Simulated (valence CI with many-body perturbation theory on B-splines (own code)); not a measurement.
The numbers below are computed, except where a source is named.
## Dy⁵⁹⁺: magnetic and hyperfine properties of the levels

Level of theory: relativistic CI+MBPT: five valence electrons over a frozen Dirac-Fock core [He], radial functions for each j: 9 s, 9 p, 8 d, 6 f, 3 g, 1 h, with the one-electron correlation potential Σ1 (screened to all orders), the two-electron term Σ2, the three-electron term Σ3, Breit, model QED; selected single and double excitations, second order for the rest (own B-spline code, finite nucleus).

No measured spectrum was set against this ion. As an estimate, large intervals hold to a few tenths of a per cent, small ones and those within an open d or f shell to about a per cent. Among the levels kept, up to 1100 cm⁻¹ of a level comes from second order outside the variational space, and about a tenth of that is noise between levels of different J, which matters for small intervals.

A/g_I is the dipole constant over the nuclear g factor μ/I (μ in nuclear magnetons, uniformly magnetised nucleus), B/Q the quadrupole constant per barn. Both hold the static response of the core; the bare values leave it out. Large factors of s and p1/2 electrons are usually good to 5 to 10 %; those of open d and f shells near neutrality can be off by tens of per cent, and small factors of p3/2, d and f electrons come from cancelling terms and can be off by a factor of two or in sign, in half-filled shells by more. B is blank for J = 1/2, where it vanishes, and for nearly pure S terms. Energies count from the lowest level.

Levels are named by their leading jj configuration (3d3/2^4 stands for four electrons in 3d with j = 3/2), which in mixed levels can hold well under half, so a name can repeat and another be missing. Letters in brackets count levels of one name in rising energy.

```tsv
Level	E (eV)	g	A/g_I (MHz)	A/g_I bare	B/Q (MHz/b)	B/Q bare
(2s^2 2p1/2^2 2p3/2) J=3/2	0.0	1.327	559000	573000	1070000	1070000
(2s^2 2p1/2 2p3/2^2) J=3/2	815.3	1.438	-206000	-186000	79100	79200
(2s^2 2p1/2 2p3/2^2) J=5/2	837.7	1.170	1360000	1360000	-3630	-3630
(2s^2 2p1/2 2p3/2^2) J=1/2	881.1	0.627	4480000	4460000		
(2s 2p1/2^2 2p3/2^2) J=5/2	1105.8	1.456	3190000	3180000	182000	183000
(2s 2p1/2^2 2p3/2^2) J=1/2	1196.5	2.024	1.37e+07	1.35e+07		
(2s 2p1/2^2 2p3/2^2) J=3/2	1197.9	1.179	-2060000	-2010000	-158000	-158000
(2s^2 2p3/2^3) J=3/2	1698.2	1.288	585000	597000	-1150000	-1160000
(2s 2p1/2 2p3/2^3) J=3/2 [a]	1945.1	1.582	3230000	3210000	-867000	-869000
(2s 2p1/2 2p3/2^3) J=5/2	1983.5	1.284	4010000	3980000	-1300000	-1300000
(2s 2p1/2 2p3/2^3) J=1/2	2036.4	1.367	-5040000	-4940000		
(2s 2p1/2 2p3/2^3) J=3/2 [b]	2046.0	1.022	155000	183000	-313000	-313000
(2p1/2^2 2p3/2^3) J=3/2	2366.7	1.306	544000	569000	-1110000	-1110000
(2s 2p3/2^4) J=1/2	2868.8	1.852	1.38e+07	1.36e+07		
(2p1/2 2p3/2^4) J=1/2	3208.2	0.627	4500000	4460000		
(2s^2 2p1/2^2 3s) J=1/2	6970.9	1.999	3930000	3900000		
(2s^2 2p1/2^2 3p1/2) J=1/2	7059.0	0.650	1310000	1300000		
(2s^2 2p1/2^2 3p3/2) J=3/2	7314.6	1.325	164000	168000	316000	316000
(2s^2 2p1/2^2 3d3/2) J=3/2	7394.3	0.784	95000	94900	53800	54300
(2s^2 2p1/2^2 3d5/2) J=5/2	7470.0	1.191	34700	34800	48200	48900
(2s^2 2p1/2 2p3/2 3s) J=3/2 [a]	7797.5	1.659	904000	909000	703000	704000
(2s^2 2p1/2 2p3/2 3s) J=1/2	7806.5	1.297	-1850000	-1810000		
(2s^2 2p1/2 2p3/2 3s) J=5/2	7816.5	1.315	2040000	2030000	1030000	1040000
(2s^2 2p1/2 2p3/2 3s) J=3/2 [b]	7822.3	0.963	1230000	1240000	618000	619000
(2s^2 2p1/2 2p3/2 3p1/2) J=1/2	7884.7	1.729	-979000	-948000		
(2s^2 2p1/2 2p3/2 3p1/2) J=3/2 [a]	7890.7	1.133	925000	932000	217000	218000
(2s^2 2p1/2 2p3/2 3p1/2) J=5/2	7904.0	1.054	1520000	1520000	1020000	1030000
(2s^2 2p1/2 2p3/2 3p1/2) J=3/2 [b]	7938.1	1.314	860000	872000	1060000	1070000
(2s 2p1/2^2 2p3/2 3s) J=5/2	8048.7	1.599	3710000	3680000	1090000	1090000
(2s 2p1/2^2 2p3/2 3s) J=3/2 [a]	8074.7	1.444	4260000	4230000	577000	578000
(2s 2p1/2^2 2p3/2 3s) J=1/2	8122.8	1.194	-3070000	-3010000		
(2s^2 2p1/2 2p3/2 3p3/2) J=5/2 [a]	8134.7	1.415	-39900	-28400	1100000	1100000
(2s 2p1/2^2 2p3/2 3s) J=3/2 [b]	8137.4	1.321	-567000	-537000	633000	634000
(2s^2 2p1/2 2p3/2 3p3/2) J=3/2 [a]	8142.0	1.197	977000	981000	-569000	-570000
(2s^2 2p1/2 2p3/2 3p3/2) J=1/2 [a]	8146.0	1.167	-2370000	-2330000		
(2s 2p1/2^2 2p3/2 3p1/2) J=3/2	8147.1	1.683	4380000	4350000	734000	736000
(2s 2p1/2^2 2p3/2 3p1/2) J=5/2	8148.1	1.347	3310000	3290000	1040000	1050000
(2s^2 2p1/2 2p3/2 3p3/2) J=7/2	8148.7	1.223	961000	966000	1360000	1370000
(2s^2 2p1/2 2p3/2 3p3/2) J=3/2 [b]	8171.0	1.400	-36200	-20300	227000	227000
(2s^2 2p1/2 2p3/2 3p3/2) J=5/2 [b]	8173.7	1.183	1190000	1190000	132000	133000
```

Question: Take the isotope of mass number 163, with I = 5/2, μ = 0.671 μN and Q = 2.65 b. What is the hyperfine structure of (2s^2 2p1/2 2p3/2^2) J=5/2?

Answer: From the table A = 364000 MHz, B = -9610 MHz. Shifts from the centre of gravity in MHz: F = 0: -3190000, F = 1: -2830000, F = 2: -2090000, F = 3: -998000, F = 4: 458000, F = 5: 2270000.
